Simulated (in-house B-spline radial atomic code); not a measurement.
Response and correlation of K7+

Closed shell [Ne] 3s2. Computed with an all-electron radial atomic-structure program (B-spline basis): Dirac-Hartree-Fock, relativistic RPA (time-dependent Dirac-Hartree-Fock) for the response and second-order many-body perturbation theory for correlation, no-pair Dirac-Coulomb Hamiltonian, finite nucleus.

Command:
```bash
python run_mb.py task.json out
```
Settings (nuclear radius in fm, box in bohr, cutoff in hartree):
```
basis_form          2
Z                   19
core_configuration  [Ne] 3s2
rms_radius          3.4349
mass_number         39
speed_of_light      137.036
box_radius          8.526
lmax                7
intervals           62
virtual_cutoff      9025.0
```

Time taken, with all properties: 1.5 s on 1 thread of Intel(R) Xeon(R) 6975P-C, on a shared host.

| multipole (bohr³, bohr⁵, bohr⁷) | uncoupled | coupled RPA |
| --- | --- | --- |
| dipole | 1.2953 | ? |
| quadrupole | 0.80488 | 0.99902 |
| octupole | 1.0382 | 1.1762 |

Question: What is the coupled dipole polarisability?

Answer: 1.5692 atomic units, +21 % against the uncoupled value.

Question: Which subshells carry the dipole polarisability?

Answer: 3s1/2 100.4 %, 2p3/2 -0.2 %, 2p1/2 -0.1 %.

Question: What does the dipole shielding factor come to?

Answer: The dipole shielding factor is 0.632, against the exact N/Z = 12/19 = 0.632 of the non-relativistic theorem.

Dipole polarisability at imaginary frequency:

```json
{"u (Eh)": "0", "α(iu) (bohr³)": "1.569"}
{"u (Eh)": "1.13", "α(iu) (bohr³)": "0.618"}
{"u (Eh)": "3.39", "α(iu) (bohr³)": "0.1394"}
{"u (Eh)": "6.79", "α(iu) (bohr³)": "0.0568"}
{"u (Eh)": "11.3", "α(iu) (bohr³)": "0.03108"}
{"u (Eh)": "22.6", "α(iu) (bohr³)": "0.01259"}
{"u (Eh)": "45.3", "α(iu) (bohr³)": "0.004178"}
{"u (Eh)": "113", "α(iu) (bohr³)": "0.0008028"}
```

Question: What dispersion coefficients follow for two such ions (the dispersion part alone)?

Answer: C6 = (3/π)∫α(iu)²du = 1.713 hartree·bohr⁶ and C8 = 7.573 hartree·bohr⁸.

Lowest J = 1 odd-parity excitations:

```
energy (eV)  oscillator strength  leading channel  weight
     13.461             0.000235     3s1/2 → p1/2   0.687
     23.556                 1.13     3s1/2 → p3/2   0.685
     84.436               0.0018     3s1/2 → p1/2   0.739
     85.365                0.221     3s1/2 → p3/2   0.739
     111.35              0.00102     3s1/2 → p1/2   0.759
     111.69               0.0826     3s1/2 → p3/2   0.759
        126             0.000779     3s1/2 → p1/2    0.77
     126.22               0.0519     3s1/2 → p3/2    0.77
```

For an outer ns² shell RPA puts the lowest triplet far too low, and second order misses the ns²-np² near-degeneracy.

Second-order correlation energy by the highest angular momentum of the excited pair (hartree): s -0.01892, p -0.1804, d -0.1998, f -0.05247, g -0.01994, h -0.007641, i -0.003544, k -0.001858.

Question: What is the second-order correlation energy at the partial-wave limit?

Answer: The listed waves sum to -0.48455 hartree; extrapolating the increments as (l + 1/2)⁻⁴ gives -0.48835 hartree, -1.11 eV per electron.
